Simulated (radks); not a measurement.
Nd, 60 electrons, occupied as [Xe] 4f4 6s2 (the NIST ground configuration). All-electron calculation, scalar-relativistic Kohn-Sham, LDA (Slater exchange, Perdew-Wang correlation), spin-unpolarised, spherical densities, point nucleus; hard spherical wall at 3.5 bohr. Program: a radial shooting solver on a logarithmic mesh with Libxc functionals.

Radial electron density D(r) = 4 pi r^2 rho(r):

r (bohr)  D(r) (e/bohr)
0.002122          10.71
0.002764          15.93
0.003599          23.16
0.004686          32.66
0.006101          44.29
0.007945          57.12
0.01035           69.11
0.01347           77.31
0.01754           79.12
0.02284           74.86
0.02998           69.96
0.03904           73.61
0.05083           88.51
0.06619           103.1
0.08619           100.2
0.1122            83.02
0.1461            78.34
0.1903            89.81
0.2478            81.35
0.3226            48.53
0.4201            34.68
0.547             40.70
0.718             32.80
0.935             18.07
1.217             11.40
1.585             7.987
2.064             5.141
2.688             2.760

D(r) has 4 maxima, at r = 0.0165, 0.0729, 0.204, 0.565 bohr, and minima at 0.0315, 0.135, 0.410 bohr, inside which lie 1.94, 11.16, 29.07 electrons.
